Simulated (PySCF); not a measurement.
F₆Sb, charge -1. Atoms are numbered in the order given.

```xyz
7

F      0.0000    -1.9421     0.0000
Sb     0.0000     0.0000     0.0000
F      0.0000     0.0000    -1.9421
F      1.9421     0.0000     0.0000
F     -1.9421     0.0000     0.0000
F      0.0000     1.9421     0.0000
F      0.0000     0.0000     1.9421
```
Charge -1, spin multiplicity 1.

Coordinates come from a B3LYP-D3(BJ)/def2-SVPD optimisation. The def2 effective core potentials stand for the cores of Sb; spin–orbit coupling is left out.

All values below come from PySCF with B3LYP-D3(BJ)/def2-SVPD.

Frequencies are harmonic and unscaled.

Modes within 1.5 cm⁻¹ of each other (mostly degenerate sets) share a row, with their intensities summed.

| mode | ν (cm⁻¹) | IR (km/mol) | moving atoms (share of kinetic energy) |
|---|---|---|---|
| 1–3 | 155 | 0.0 | F 100 % |
| 4–6 | 251 | 0.0 | F 100 % |
| 7–9 | 272 | 176.1 | F 75 %, Sb 25 % |
| 10–11 | 544 | 0.0 | F 100 % |
| 12 | 584 | 0.0 | F 100 % |
| 13–15 | 623 | 498.3 | F 76 %, Sb 24 % |
